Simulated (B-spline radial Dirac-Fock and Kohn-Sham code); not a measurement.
**How the binding energies of Bi²⁸⁺ add up**

System: Bi²⁸⁺, [Kr] 4d10 4f9; nuclear rms radius 5.5211 fm (A = 209).

The computed values come from a radial atomic solver: relaxed Dirac-Fock hole states (ΔSCF) with Breit and QED corrections and a finite nucleus. The model has no electron correlation. Energies are counted from the vacuum level.

All terms are in eV, carry their sign (relaxation lowers the binding energy) and add up to the binding energy; ⟨r⟩ is the mean radius of the orbital in the initial state.

```
subshell  −ε (Koopmans)  relaxation    Breit  self-energy  vacuum polarisation  binding energy  ⟨r⟩ (bohr)
      1s        92035.2      -78.26  -336.64      -227.73                49.45         91442.0       0.016
      2s        17414.7      -40.42   -39.98       -34.90                 7.19         17306.6       0.066
   2p1/2        16738.1      -45.42   -65.96        -1.55                 0.55         16625.7       0.054
   2p3/2        14414.3      -41.14   -37.99        -2.99                -0.23         14331.9       0.063
      3s         4937.1      -16.90    -7.88        -8.19                 1.66          4905.8       0.170
   3p1/2         4633.7      -18.09   -13.18        -0.57                 0.14          4602.0       0.161
   3p3/2         4104.5      -16.05    -7.17        -0.79                -0.06          4080.5       0.177
   3d3/2         3614.5      -18.91    -5.97         0.52                -0.07          3590.0       0.154
   3d5/2         3503.3      -18.19    -3.99         0.23                -0.07          3481.3       0.159
      4s         1794.5       -3.56    -2.04        -2.22                 0.45          1787.1       0.368
   4p1/2         1660.5       -3.66    -3.33        -0.15                 0.04          1653.4       0.368
   4p3/2         1519.5       -2.97    -1.72        -0.21                -0.02          1514.5       0.397
   4d3/2         1300.4       -3.16    -1.26         0.12                -0.02          1296.0       0.394
   4d5/2         1272.8       -2.93    -0.77         0.05                -0.02          1269.1       0.403
      4f          996.2       -3.34    -0.10         0.08                -0.01           992.9       0.391
```

For the deepest level, K (1s), the Breit terms make up -0.368 % of the binding energy, QED -0.195 % and orbital relaxation -0.086 %.

Going to the tabulated ground configuration of the next ion removes an electron from N6,7 (4f), computed at 992.9 eV. NIST lists 990 ± 50 eV as the ionisation energy of this species (theoretical), -2.85 eV from the computed value, within the stated uncertainty.
